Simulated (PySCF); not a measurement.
SnF₃Br, SMILES [F][Sn]([F])([F])[Br]. Heavy atoms are numbered as in [F:1][Sn:2]([F:3])([F:4])[Br:5].

The structure is a stationary point at B3LYP-D3(BJ)/def2-SVP. The structure was generated by enumeration; whether it is a known compound was not checked. The def2 effective core potentials stand for the cores of Sn; spin–orbit coupling is left out.

The numbers are results of PySCF with PBE0/def2-TZVP, not measurements.

ESP charges are fitted to the potential on shells at 1.4 to 2.0 van der Waals radii. Atomic charges (e), one atom of each kind:

```json
[
 {"atom": "F1", "ESP fit": "___", "Löwdin": "-0.23", "Mulliken": "-0.43"},
 {"atom": "Sn2", "ESP fit": "___", "Löwdin": "0.53", "Mulliken": "1.52"},
 {"atom": "Br5", "ESP fit": "___", "Löwdin": "0.15", "Mulliken": "-0.22"}
]
```

Q: Complete the blanks. (Estimate from the structure and the level; the computed values follow.)

A: 
- F1, ESP fit: -0.26
- Sn2, ESP fit: 0.81
- Br5, ESP fit: -0.04
